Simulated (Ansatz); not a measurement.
One change: `O=C=NB(F)Cl` becomes `O=C=NBF`.

Ansatz, PBE0-D4/def2-TZVP geometries, multiplicity 1. Each molecule was computed in one conformer, which needn't be the lowest.

| property | `O=C=NB(F)Cl` |
| --- | --- |
| LUMO energy (B3LYP/def2-TZVPP) / eV | -1.53 |
| ideal-gas entropy at 298 K and 1 bar (rigid rotor, harmonic PBE0-D4/def2-TZVP) / J/(mol·K) | 332 |
| zero-point energy (PBE0-D4/def2-TZVP) / kJ/mol | 58.7 |
| size of the dipole moment (PBE/def2-TZVPP) / D | 0.16 |
| LUMO energy (PBE/def2-TZVPP) / eV | -2.26 |
| HOMO–LUMO gap (PBE0/def2-TZVPP) / eV | 8.04 |

Q: What does the change do to each property? (Estimate.)

A: Computed: 
```csv
property,`O=C=NBF`,shift
LUMO energy (B3LYP/def2-TZVPP) / eV,-1.52,0.01
"ideal-gas entropy at 298 K and 1 bar (rigid rotor, harmonic PBE0-D4/def2-TZVP) / J/(mol·K)",301,-31
zero-point energy (PBE0-D4/def2-TZVP) / kJ/mol,77.1,18.4
size of the dipole moment (PBE/def2-TZVPP) / D,0.68,0.52
LUMO energy (PBE/def2-TZVPP) / eV,-2.25,0.01
HOMO–LUMO gap (PBE0/def2-TZVPP) / eV,7.99,-0.05
```

Dipoles are sizes alone; their direction can turn.

B3LYP here is the variant with VWN-RPA as its local correlation; programs differ in this.
